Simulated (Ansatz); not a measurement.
The cluster Nb5⁻. Charge -1, multiplicity 3. Geometry PBE0-D4/def2-SVP, that of the neutral doublet; atoms count from 1.

Cartesian coordinates in Å:
```
Nb -1.465 1.134 0.613
Nb 0.948 1.212 0.171
Nb -0.899 -0.448 -1.178
Nb -0.059 -0.935 1.232
Nb 1.476 -0.963 -0.838
```

In the def2 sets Nb takes a core potential; there is no spin–orbit coupling. The charge -1 triplet is spin-contaminated (final ⟨S²⟩ up to 2.24, 2.00 for a pure state). The structure comes from a short search, and lower isomers may exist.

(1) Estimate the Mulliken populations from the PBE0/def2-TZVPD orbitals of Ansatz.

(2) Where does the spin sit?

(3) And the Mayer bond orders between bonded heavy atoms (over 0.3)?

Results:

(1) 
```tsv
atom	charge (e)	spin (α − β)	d electrons
Nb1	0.01	0.91	3.80
Nb2	-0.23	-0.12	3.89
Nb3	-0.23	-0.12	3.89
Nb4	-0.55	0.43	3.90
Nb5	0.01	0.91	3.80
```
Mulliken values and Mayer orders depend strongly on the basis. With diffuse functions, as here, like atoms can get unlike values, and bond orders can come out too low or too high.

(2) Summed by element: Nb 2.00, of 2 unpaired in all. Largest on single atoms: Nb5 0.91, Nb1 0.91, Nb4 0.43.

(3) Nb1–Nb2 1.84 (2.45 Å); Nb1–Nb3 1.83 (2.46 Å); Nb1–Nb4 1.63 (2.58 Å); Nb1–Nb5 0.41 (3.89 Å); Nb2–Nb3 1.07 (2.83 Å); Nb2–Nb4 1.51 (2.60 Å); Nb2–Nb5 1.83 (2.46 Å); Nb3–Nb4 1.51 (2.60 Å); Nb3–Nb5 1.84 (2.45 Å); Nb4–Nb5 1.63 (2.58 Å).
